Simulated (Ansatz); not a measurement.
Relaxation of CH₁₁NSi₂ (15 atoms, charge 0, multiplicity 1), to a largest force component of 0.03 eV/Å in at most 50 steps.

These are results of RKS PBE-D4/6-31G* (Ansatz), not measurements.

```xyz
15
Properties=species:S:1:pos:R:3
Si -0.490 0.193 -1.206
C -0.635 -0.571 1.885
H -0.696 0.148 -2.712
H -1.636 -0.614 -0.676
N -0.569 1.809 -0.495
H 0.230 -0.046 1.493
Si 1.548 -0.693 -0.801
H -0.508 -0.699 2.973
H -1.534 0.026 1.687
H -0.732 -1.562 1.420
H -1.403 2.352 -0.735
H 0.253 2.402 -0.660
H 2.420 -0.573 -2.026
H 1.460 -2.159 -0.464
H 2.292 -0.013 0.319
```

Question: Where does it end, and by what steps?

Answer: It converged. The force dipped under the threshold on the way, but the program's further checks kept it going. After 32 steps the energy has fallen by 0.263 eV; H14 moved furthest, 1.56 Å.

| step | energy less start (eV) | largest force component (eV/Å) | accepted |
| --- | --- | --- | --- |
| 0 | 0.0000 | 1.194 | yes |
| 2 | -0.1949 | 0.176 | yes |
| 4 | -0.2096 | 0.151 | yes |
| 6 | -0.2137 | 0.137 | yes |
| 8 | -0.2191 | 0.328 | yes |
| 10 | -0.2341 | 0.062 | yes |
| 12 | -0.2281 | 0.155 | no |
| 14 | -0.2397 | 0.081 | yes |
| 16 | -0.2429 | 0.109 | yes |
| 18 | -0.2503 | 0.125 | yes |
| 20 | -0.2557 | 0.109 | yes |
| 22 | -0.2593 | 0.113 | yes |
| 24 | -0.2609 | 0.061 | yes |
| 26 | -0.2616 | 0.032 | yes |
| 28 | -0.2623 | 0.014 | yes |
| 30 | -0.2625 | 0.019 | yes |
| 32 | -0.2626 | 0.014 | yes |

```xyz
15
Properties=species:S:1:pos:R:3
Si -0.418 0.173 -1.577
C -0.777 -0.356 2.439
H -0.590 0.276 -3.078
H -1.563 -0.661 -1.079
N -0.457 1.682 -0.675
H -0.610 0.423 1.679
Si 1.634 -0.879 -1.139
H -0.105 -0.191 3.295
H -1.822 -0.323 2.784
H -0.570 -1.344 2.000
H -1.347 2.184 -0.652
H 0.301 2.344 -0.848
H 2.770 0.052 -1.468
H 1.794 -2.111 -1.986
H 1.760 -1.271 0.305
```

Run time: 74 s on 2 threads of Arm Neoverse V1 (shared host), peak memory 0.14 GiB.
